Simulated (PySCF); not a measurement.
Species: C₄H₉F₂S (charge +1).
SMILES: `C[S+](CC(F)F)C`

The closed-shell SCF was solved with PySCF and density fitting under several settings on one GFN2-xTB geometry (grid level 2 and gas phase unless stated).

```csv
settings,basis functions,SCF cycles,E (Eh),HOMO (eV),LUMO (eV)
"PBE0/aug-cc-pVDZ, IEF-PCM acetonitrile, energy threshold 1e-08 Eh",246,9,-755.0725,-9.97,-0.56
PBE0/STO-3G,48,11,-745.8746,-10.08,-1.74
```

Q: Estimate the row for these settings: PBE0/6-31++G**.

A: 
```
      settings  basis functions  SCF cycles     E (Eh)  HOMO (eV)  LUMO (eV)
PBE0/6-31++G**              184          14  -754.9316     -14.25      -5.21
```

Q: Over all rows, what range does the HOMO–LUMO gap span?

A: From 8.34 eV (PBE0/STO-3G) to 9.41 eV (PBE0/aug-cc-pVDZ, IEF-PCM acetonitrile, energy threshold 1e-08 Eh).

Q: Compare two rows with the functional PBE0: PBE0/6-31++G** and PBE0/STO-3G. Which energy is lower, and by how much?

A: PBE0/6-31++G** (184 functions) lies 9.0570 Eh or 5683 kcal/mol below PBE0/STO-3G (48 functions).

Cycle counts include a coarse-grid stage where the run had one. All basis functions are spherical, in the Pople sets too. Geometry: GFN2-xTB, one conformer.

The values belong to the conformer `[CH3:1][S+:2]([CH3:3])[CH2:4][CH:5]([F:6])[F:7]`: C1–S2–C4–C5 83°, S2–C4–C5–F6 -58°.
